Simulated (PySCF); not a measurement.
# Working out the ionisation energy of P²⁺

P²⁺ [Ne] 3s2 3p1 (2P) → P³⁺ [Ne] 3s2 (1S). Computed with PySCF 2.14 in cc-pVDZ-DK (4s3p1d, 18 functions), with the spin-free X2C one-electron Hamiltonian (Gaussian nucleus). Frozen: [Ne]. Energies in hartree (1 hartree = 27.21139 eV):

```
            part  P²⁺ (lower)  P³⁺ (upper)
             UHF  -340.454370  -339.368685
CCSD correlation    -0.057834    -0.047771
             (T)    -0.000590     0.000000
```

Question: What does Hartree-Fock give?

Answer: (-339.368685) − (-340.454370) = 1.085685 hartree = 29.543 eV.

Question: What do CCSD and CCSD(T) give?

Answer: The CCSD correlation energies differ by 0.010063 hartree = 0.274 eV and the triples by 0.000590 hartree = 0.016 eV, so CCSD gives 29.817 eV and CCSD(T) 29.833 eV.

Reference: 30.203 eV (measured; NIST Atomic Spectra Database, ionization energies), between the lowest levels; spin-orbit coupling is absent from the calculation.

A double-zeta basis recovers only part of the correlation energy.

What remains against the reference includes basis incompleteness, the frozen core and higher excitations.
